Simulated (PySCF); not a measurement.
Perfluoroethyl bromide, C2BrF5.
Numbering: `[F:1][C:2]([F:3])([F:4])[C:5]([F:6])([F:7])[Br:8]`

Computed with PBE0-D3(BJ)/def2-SVP geometry optimisation, gas phase in PySCF 2.14.0.

**Question.** What internal coordinates does the optimisation give?

**Answer.** 
| bond | length (Å) |
| --- | --- |
| F1–C2, C2–F3, C2–F4 | 1.323 |
| C2–C5 | 1.547 |
| C5–F6, C5–F7 | 1.327 |
| C5–Br8 | 1.930 |

Bonds in one row agree within 0.01 Å and their mean is given. A selection of angles:
| angle | degrees |
| --- | --- |
| F1–C2–F3 | 108.9 |
| F1–C2–C5 | 108.6 |
| C2–C5–F6 | 108.5 |
| C2–C5–F7 | 108.5 |
| C2–C5–Br8 | 111.3 |
| F6–C5–F7 | 109.0 |
| F6–C5–Br8 | 109.7 |

Dihedral angles: F1–C2–C5–F6 59° (synclinal).

Point group: Cs (tolerance 0.08 Å). Whether it is a minimum is left open (no frequencies).
